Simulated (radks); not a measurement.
Results of a calculation; reference values are marked as such.
Ionisation of Li, [He] 2s1, to Li+, [He], under several functionals. Scalar-relativistic Kohn-Sham, spin-polarised, spherical densities, finite nucleus; open shells are filled with parallel spins first; a radial shooting solver on a logarithmic mesh with Libxc functionals.

| functional | E(Li) (hartree) | Exc (hartree) | IE (eV) | -e(HOMO) (eV) | <r> HOMO (bohr) | IE error (eV) |
|---|---|---|---|---|---|---|
| LDA (Slater exchange, Perdew-Wang correlation) | -7.34408 | -1.66468 | 5.473 | 3.165 | 3.822 | +0.081 |
| BP86 | -7.48181 | -1.82334 | 5.566 | 3.272 | 3.794 | +0.174 |
| SOGGA | -7.38175 | -1.71203 | 5.440 | 3.126 | 3.826 | +0.048 |

NIST Atomic Spectra Database: 5.392 eV (measured). Closest: SOGGA. The Delta-SCF values span 0.13 eV, the total energies 0.14 hartree. The highest occupied level is 2s.
